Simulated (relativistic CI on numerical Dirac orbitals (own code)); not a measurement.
Calculated at this level of theory: Dirac-Coulomb-Breit CI, orbitals from a KLI potential per configuration, model QED, unscaled Slater integrals (own radial code, finite nucleus).

The strongest absorption lines from the ground level of an ion, among the configurations computed and to levels below about 3660 eV (vacuum wavelength in nm, gf): 0.44977 (2.4), 0.44993 (1.8), 0.45055 (0.86), 0.45292 (0.84), 0.46557 (1.7), 0.46677 (0.96), 0.46800 (1.9), 0.46895 (0.75).

Problem. Which ion is it?
A. Mo XXXIV
B. Kr XXVIII
C. Rh XXXVII
D. Mo XXXVI

Solution. A. Mo XXXIV has 9 electrons and the ground level 2s2 2p5 2P°_3/2; the strongest line goes to 2s2 2p4 3d 2F_5/2. The pattern of lines fixes the number of electrons, and along that sequence the line energies rise steadily with the charge (about as its square where n changes within one kind of shell, about linearly where n is kept but much faster in heavy ions where fine structure, which grows about as Z⁴, sets the gap, and irregularly where shells cross), which fixes Z. Configurations outside the model, such as inner-shell arrays, can give stronger lines. At this charge energies of transitions that change n are usually good to better than 1 %, and those within a shell (Δn = 0) to a few per cent.

LS names give the leading component of a level, which can be under half, so a name can repeat, a term be missing and a line seem to break the LS rules.
